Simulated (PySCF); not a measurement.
## Electron correlation in Si²⁺ (silicon, charge +2)

[Ne] 3s2, closed-shell 1S. All numbers are calculated (PySCF 2.14, scalar relativity by spin-free X2C-1e, in x2c-SVPall). Frozen: [Ne]; 2 electrons correlated.

Total MP2 correlation energy: -29.28 mhartree.

Same-spin part 0.00 and opposite-spin part -29.28 mhartree; SCS-MP2 scales them by 1/3 and 6/5 to -35.14 mhartree.

With two correlated electrons CCSD is exact within the correlated space (frozen core and kept virtual orbitals).

```
level  correlation energy (mhartree)
 CCSD                         -43.45
```

Diagnostics: T1 = 0.0059, D1 = 0.0083, largest double amplitude 0.116.

Is a single reference adequate?

Mostly. T1 lies below 0.03, but a double amplitude of this size points to a near-degeneracy that CCSD handles and MP2 describes poorly.
